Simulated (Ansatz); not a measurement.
Two members of one family ((BeO)n), computed with Ansatz in the gas phase. The two geometries come from different levels. Binding counts from free atoms in the multiplicity of their measured ground term, without zero-point energy. The structures are stationary points that may keep the symmetry of their start.

First: Be3O3 (singlet, charge 0, r2SCAN-D4/def2-SVP geometry).

Cartesian coordinates in Å:
```
Be 0.564 0.326 -1.113
Be 0.079 -1.213 0.432
Be -0.643 0.886 0.681
O -0.702 -0.405 1.384
O -0.098 1.508 -0.537
O 0.800 -1.102 -0.847
```

```
                level  HOMO (eV)  LUMO (eV)  gap (eV)  binding per atom (eV)
LDA (SPW92)/def2-TZVP      -7.28      -2.45      4.83                   5.54
      PBE-D4/def2-SVP      -7.20      -2.28      4.93                   4.90
     PBE-D4/def2-TZVP      -7.01      -2.26      4.75                   4.93
    PBE-D4/def2-TZVPD      -7.08      -2.30      4.78                   4.94
    PBE0-D4/def2-TZVP      -8.53      -1.47      7.05                   4.73
```

Second: Be4O4 (singlet, charge 0, PBE-D4/def2-SVP geometry).

```tsv
atom	x (Å)	y (Å)	z (Å)
Be1	-0.1726	0.7195	-1.5381
Be2	0.8445	-1.3050	-0.7058
Be3	-0.8443	1.3051	0.7058
Be4	0.1728	-0.7193	1.5381
O5	0.5617	-0.4902	-1.8787
O6	-0.5623	0.4897	1.8787
O7	-0.8510	1.6956	-0.6973
O8	0.8512	-1.6955	0.6973
```

Question: Estimate the same table for the second.

Answer: 
```json
{"level": "LDA (SPW92)/def2-TZVP", "HOMO (eV)": "-7.20", "LUMO (eV)": "-2.11", "gap (eV)": "5.08", "binding per atom (eV)": "5.76"}
{"level": "PBE-D4/def2-SVP", "HOMO (eV)": "-7.05", "LUMO (eV)": "-1.94", "gap (eV)": "5.11", "binding per atom (eV)": "5.16"}
{"level": "PBE-D4/def2-TZVP", "HOMO (eV)": "-6.93", "LUMO (eV)": "-1.93", "gap (eV)": "5.00", "binding per atom (eV)": "5.14"}
{"level": "PBE-D4/def2-TZVPD", "HOMO (eV)": "-7.00", "LUMO (eV)": "-1.98", "gap (eV)": "5.02", "binding per atom (eV)": "5.16"}
{"level": "PBE0-D4/def2-TZVP", "HOMO (eV)": "-8.47", "LUMO (eV)": "-1.19", "gap (eV)": "7.28", "binding per atom (eV)": "4.95"}
```
